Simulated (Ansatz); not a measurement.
vinyl chloride (C₂H₃Cl), singlet, geometry from GFN2-xTB; Ansatz (an electronic-structure program) with MP2/STO-3G.

The Ansatz input:
Ansatz 0.2 input:
```yaml
crystal:
  periodic: [false, false, false]
  atoms:
    - {symbol: C, position_ang: [-0.00166171, 0.75402237, -0.00088725]}
    - {symbol: C, position_ang: [1.28837330, 1.02145870, -0.01345388]}
    - {symbol: Cl, position_ang: [-0.62447944, -0.84989830, 0.00694605]}
    - {symbol: H, position_ang: [-0.77301421, 1.50855401, 0.00553160]}
    - {symbol: H, position_ang: [2.03491225, 0.24685501, -0.01961314]}
    - {symbol: H, position_ang: [1.63398290, 2.03997571, -0.01795455]}
basis:
  gaussian:
    orbitals: STO-3G
magnetization: {spin_polarized: false}
correlation: {method: mp2}
```

Question: Predict the main parts of the log of this Ansatz run.

Answer: 
```
Functional definition: HF
273 factors; integrals over basis functions are off by at most 3.9e-5 eV
mean field evaluation 1: about -14450.1253 eV, gradient 1.7e1 eV
mean field evaluation 2: about -14450.2037 eV, gradient 1.7e1 eV
mean field evaluation 4: about -14451.3109 eV, gradient 1.6e0 eV
mean field evaluation 8: about -14451.3218 eV, gradient 1.8e-2 eV
mean field -14451.32176920 eV, -531.0762795605 hartree, gradient 7.4e-7 eV, S^2 0.000000; 0 other end points of the search recorded, 0 dependent functions left out; unrestricted orbitals would lower it
mean field evaluation 16: about -14451.3941 eV, gradient 1.4e-1 eV
7 core orbitals not correlated
reference -14451.32176920 eV, -531.0762795605 hartree; 9, 9 occupied and 6, 6 virtual orbitals, 273 factors
second order -3.44717240 eV of doubles, -0.00000000 eV of singles
Total energy: -14454.76894160 eV, -531.2029608096 hartree
```
